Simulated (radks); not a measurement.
The iodine ion I2+ inside a hard spherical wall (all orbitals vanish at R), configuration held at [Kr] 4d10 5s2 5p3 and not refilled when levels cross. Method: scalar-relativistic Kohn-Sham, LDA (Slater exchange, Perdew-Wang correlation), spin-unpolarised, spherical densities, finite nucleus; Fermi nuclear charge, rms radius 4.75 fm; computed with a radial shooting solver on a logarithmic mesh with Libxc functionals. Eigenvalues in eV, with the zero of energy where the potential of the charges vanishes at infinity; a dash marks a level that is unbound or too diffuse for the functional's potential to be trusted. A positive occupied level is held by the wall or, in an anion where self-interaction has pushed it up, behind a barrier. The pressure on the wall is -dE/dV.

| R (bohr) | E (hartree) | kinetic (hartree) | e(4p) | e(4d) | e(5s) | e(5p) | e(5d, empty) | e(6s, empty) | pressure (GPa) |
|---|---|---|---|---|---|---|---|---|---|
| free | -7109.22711 | 7459.914 | -147.76 | -70.670 | -36.320 | -24.725 | -11.126 | -10.967 | 0 |
| 15 | -7109.22711 | 7459.914 | -147.76 | -70.670 | -36.320 | -24.725 | -11.126 | -10.967 | < 0.0001 |
| 12 | -7109.22711 | 7459.914 | -147.76 | -70.670 | -36.320 | -24.725 | -11.126 | -10.965 | < 0.0001 |
| 10 | -7109.22711 | 7459.914 | -147.76 | -70.670 | -36.320 | -24.725 | -11.123 | -10.947 | < 0.0001 |
| 7 | -7109.22683 | 7459.918 | -147.75 | -70.656 | -36.309 | -24.713 | -10.952 | -10.274 | 0.0300 |
| 6 | -7109.22454 | 7459.945 | -147.67 | -70.574 | -36.246 | -24.639 | -10.527 | -8.901 | 0.363 |
| 5 | -7109.20544 | 7460.118 | -147.21 | -70.127 | -35.897 | -24.206 | -9.106 | -4.844 | 4.23 |
| 3 | -7107.96799 | 7466.470 | -137.82 | -61.117 | -25.970 | -11.064 | 13.922 | 51.267 | 671 |
| 2.5 | -7105.61259 | 7476.278 | -128.61 | -52.260 | -11.464 | 7.206 | 39.980 | 110.13 | 2960 |
| 2 | -7097.66771 | 7506.528 | -108.45 | -31.867 | 31.160 | 57.655 | 103.08 | 245.96 | 16900 |
| 1.5 | -7063.82568 | 7621.931 | -52.636 | 29.550 | 184.49 | 225.52 | 286.09 | 621.96 | 143000 |
